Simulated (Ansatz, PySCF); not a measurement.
SiClFI2, SMILES Cl[Si](I)(I)F. Atoms are numbered in the order given.

```xyz
5

F      1.9351     1.0723     0.0000
Si     0.3645     0.6995     0.0000
Cl    -0.6823     2.4625     0.0000
I     -0.1030    -0.5784    -2.0205
I     -0.1030    -0.5784     2.0205
```

Geometry: B3LYP-D3(BJ)/def2-SVP. The def2 effective core potentials stand for the cores of I; spin–orbit coupling is left out.

Vertical ionisation energy (IE) and electron affinity (EA) in eV. Rows of orbital energies are one-electron estimates. Where ΔSCF, EOM or ADC give a negative EA the extra electron is unbound and the value depends on the basis.

```json
[
 {"level": "−ε(HOMO), −ε(LUMO), B3LYP/def2-TZVP (PySCF)", "IE": "7.75", "EA": "2.29"},
 {"level": "−ε(HOMO), −ε(LUMO), PBE/def2-TZVP (PySCF)", "IE": "6.87", "EA": "2.86"},
 {"level": "ΔSCF, PBE0/def2-SVPD (Ansatz), final states of multiplicity 2 and 2", "IE": "9.90", "EA": "0.71"},
 {"level": "ΔSCF, PBE/def2-SVPD (Ansatz), final states of multiplicity 2 and 2", "IE": "[?]", "EA": "[?]"}
]
```

Complete the blanks. (The exact figures need the calculation; the answer reports its results.)


- ΔSCF, PBE/def2-SVPD (Ansatz, a first-principles code), final states of multiplicity 2 and 2, IE: 9.52
- ΔSCF, PBE/def2-SVPD (Ansatz), final states of multiplicity 2 and 2, EA: 0.78

What vertical singlet–triplet gap does ΔSCF give with PBE0/def2-SVPD (Ansatz) and with PBE/def2-SVPD (Ansatz)? (The exact figures need the calculation; the answer reports its results.)

4.27 and 3.92 eV (triplet above singlet where positive).
